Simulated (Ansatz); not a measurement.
Harmonic frequencies (cm⁻¹) at PBE0-D4/def2-TZVP from Ansatz: 48, 91, 234, 310, 423, 458, 516, 532, 626, 707, 862, 890, 932, 948, 1147, 1968, 2219, 2233, 2238, 2592, 2698.

Task: Which molecule is it?
A. `[BH2][SbH][SiH3]`
B. `C=C=C(C)Cl`
C. `ClC1O[SiH2]O1`
D. `C[N]1[AlH][SiH2]1`

Result: A.
